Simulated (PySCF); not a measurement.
B(H)(Et)(vinyl) (C4H9B), SMILES C=CBCC. Atoms are numbered in the order given.

```xyz
14

B     -0.6951     0.7584     0.5797
H     -1.3598     1.6311     1.1071
C      0.8425     1.0512     0.4968
C      1.8248     0.1130    -0.1905
H      1.1106     1.1604     1.5707
H      0.9605     2.0881     0.1275
H      1.6757     0.0958    -1.2817
H      1.7221    -0.9223     0.1702
H      2.8685     0.4186    -0.0177
C     -1.4635    -0.5142     0.1256
C     -1.0747    -1.3444    -0.8581
H     -2.4503    -0.7075     0.5678
H     -1.7038    -2.1727    -1.2042
H     -0.1228    -1.2172    -1.3809
```

Geometry: PBE0-D3(BJ)/def2-SVP. This is a generated structure with no PubChem entry under its InChIKey; it may be hypothetical. One conformer was computed; it need not be the lowest.

Calculation: PySCF with M06-2X/def2-TZVP.

Gas-phase values at a fixed geometry.

| Item | Result |
|---|---|
| total energy | -182.62839 hartree |
| highest occupied level | -9.19 eV |
| lowest empty level | -0.71 eV |
| orbital gap | 8.48 eV |
| dipole moment | 0.69 D |
| quadrupole, principal values (traceless, Buckingham form, about the centre of nuclear charge) | -3.34, 0.25, 3.09 D·Å |
| mean static polarisability | 62.7 bohr³ (9.29 Å³) |
| polarisability, principal values | 46.9, 65.8, 75.3 bohr³ |
